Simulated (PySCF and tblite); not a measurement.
Results of a calculation; reference values are marked as such.
C8H12, numbered as in [CH:1]#[C:2][CH:3]1[CH2:4][CH2:5][CH2:6][CH2:7][CH2:8]1.

Level: PBE0-D3(BJ)/def2-TZVP//PBE0-D3(BJ)/def2-SVP, thermal terms from GFN2-xTB, symmetry numbers and mirror pairs counted. Conformers within 4 kcal/mol (GFN2-xTB free energy) were kept, 5 at most. Codes: tblite and PySCF.

Rotational constants are equilibrium values for the commonest isotopes; dipoles come from the energy level named.

The 6-ring runs over atoms 3–4–5–6–7–8.

```csv
conformer,shape,symmetry
1,6-ring chair (all substituents equatorial),Cs
2,6-ring chair (C2 axial),Cs
```

(1) Give the rotational constants and dipole components, as needed to look for these species in a jet-cooled rotational spectrum.

(2) Which type of transition is strongest for conformer 1?

Results:

(1) 
```tsv
conformer	A (MHz)	B (MHz)	C (MHz)	abs μa (D)	abs μb (D)	abs μc (D)	κ	Ic−Ia−Ib (u Å²)
1	4269	1387	1122	1.02	0.00	0.07	-0.83	-32.5
2	3015	1728	1536	0.68	0.00	0.32	-0.74	-131.1
```

(2) a-type, since that component is clearly the largest; the top is near-prolate.
